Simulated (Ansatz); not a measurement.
Consider the atomization: `CC(C)[CH2][AlH2]` → Al• + 4 C• + 11 H•.

Calculated with Ansatz (gas phase, PBE0-D4/def2-TZVP geometries, no zero-point term in ΔE). CBS: MP2 limit from def2 TZ/QZ plus the TZ coupled-cluster correction, frozen cores. This one scheme is used for every species, atoms too. DFT in def2-TZVPP. HSE06 is defined as in plane-wave codes. No spin–orbit coupling; open shells (•) take unrestricted orbitals. Spin–orbit coupling would lower the free atoms: a little for Al, C. One conformer a species, not always the lowest.

`CC(C)[CH2][AlH2]`:

Z-matrix (Å, degrees):
```
C
C 1 1.523
H 1 1.096 2 111.6
H 1 1.093 2 111.7 3 120.0
H 1 1.095 2 110.6 3 -120.1
C 2 1.523 1 110.6 3 -175.4
C 2 1.530 1 110.6 3 60.1
H 2 1.098 1 107.5 3 -58.0
H 6 1.094 2 111.6 1 57.7
H 6 1.093 2 111.2 1 178.3
H 6 1.095 2 110.5 1 -62.2
Al 7 1.959 2 115.7 1 -61.4
H 7 1.101 2 110.0 1 177.0
H 7 1.099 2 109.7 1 62.6
H 12 1.591 7 120.8 2 159.8
H 12 1.593 7 120.2 2 -22.2
```

**Question.** What is ΔE at CCSD(T)/CBS? (Best estimate.)

**Answer.** Computed: +5859.7 kJ/mol.

**Question.** What do these levels give: PBE-D4, revPBE-D4, B97M-V, ωB97X-V, PBE-QIDH, PBE, HSE06, LC-ωPBE, HF/def2-SVP, CCSD/def2-SVP, HF/CBS(def2), MP2/CBS(def2)? (An estimate is asked.)

**Answer.** The calculation gave: PBE-D4 5915.3, revPBE-D4 5810.3, B97M-V 5893.3, ωB97X-V 5869.4, PBE-QIDH 5841.6, PBE 5883.9, HSE06 5849.7, LC-ωPBE 5843.9, HF/def2-SVP 4537.5, CCSD/def2-SVP 5595.7, HF/CBS(def2) 4475.2, MP2/CBS(def2) 5889.6 kJ/mol.

Largest T1 diagnostic among the species: 0.018.

Leaving LDA and LC-ωPBE aside and taking each functional with its dispersion term where it has one, the values, not all of them listed here, spread over 159.4 kJ/mol, from BHLYP-D4 to PBE-D4. LDA lies +686.3 kJ/mol from PBE without D4, its usual overbinding. In def2-TZVPP, CCSD(T) changes the Hartree–Fock value by +1270.4 kJ/mol (the triples alone add +60.8 kJ/mol) and MP2 by +1300.4 kJ/mol; breaking electron pairs costs correlation energy, which Hartree–Fock lacks. At CCSD(T), def2-SVP lies −221.0 kJ/mol from the extrapolated value and def2-TZVPP −120.1 kJ/mol: correlation converges slowly with the basis, and small sets miss more of it in the bonded molecule than in its fragments.

For atomizations the MP2-based limit and the directly extrapolated one differ by several kJ/mol either way, and by 10 to 25 for some Ge, Se and Sn compounds, so smaller differences from it don't rank the levels.
